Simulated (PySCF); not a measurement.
CH6AlClO2Si, SMILES [OH][Al]([OH])[CH2][SiH2]Cl.

The structure is a stationary point at PBE0-D3(BJ)/def2-SVP. The structure was generated by enumeration; whether it is a known compound was not checked. The values are those of a single conformer.

Level of theory: PBE0-D3(BJ)/def2-SVP (PySCF 2.14.0).

Frequencies are harmonic and unscaled.

| mode | ν (cm⁻¹) | IR (km/mol) | moving atoms (share of kinetic energy) |
|---|---|---|---|
| 1 | 15 | 0.2 | O 36 %, Si 28 %, H 24 % |
| 2 | 37 | 0.0 | O 32 %, Cl 27 %, C 15 %, Si 14 %, H 12 % |
| 3 | 81 | 0.1 | Si 28 %, O 22 %, C 19 %, Cl 15 %, H 13 % |
| 4 | 161 | 1.1 | Cl 40 %, O 28 %, Si 19 % |
| 5 | 194 | 0.4 | O 34 %, H 29 %, C 20 %, Al 14 % |
| 6 | 242 | 26.7 | O 37 %, Al 33 %, H 19 % |
| 7 | 287 | 0.0 | H 93 % |
| 8 | 293 | 37.0 | Al 57 %, O 18 %, H 12 % |
| 9 | 366 | 300.2 | H 83 %, O 15 % |
| 10 | 460 | 92.8 | H 90 % |
| 11 | 473 | 226.0 | H 88 %, O 9 % |
| 12 | 546 | 67.1 | Si 49 %, Cl 41 % |
| 13 | 560 | 2.5 | H 67 %, O 29 % |
| 14 | 595 | 17.8 | C 46 %, O 23 %, H 15 % |
| 15 | 645 | 67.1 | H 73 %, C 14 %, Si 9 % |
| 16 | 764 | 40.8 | C 37 %, H 34 %, Si 24 % |
| 17 | 772 | 15.8 | H 86 %, C 12 % |
| 18 | 833 | 209.6 | H 42 %, O 30 %, Al 25 % |
| 19 | 876 | 12.6 | H 66 %, Al 12 %, O 10 % |
| 20 | 937 | 134.0 | Al 39 %, O 39 %, H 20 % |
| 21 | 952 | 116.3 | H 94 % |
| 22 | 978 | 9.3 | H 79 %, Al 11 % |
| 23 | 1003 | 361.1 | H 52 %, C 41 % |
| 24 | 1359 | 5.5 | H 91 %, C 8 % |
| 25 | 2242 | 84.8 | H 98 % |
| 26 | 2244 | 119.2 | H 96 % |
| 27 | 3071 | 0.3 | H 95 % |
| 28 | 3148 | 0.4 | H 91 %, C 9 % |
| 29 | 4004 | 41.4 | H 94 % |
| 30 | 4007 | 171.1 | H 94 % |
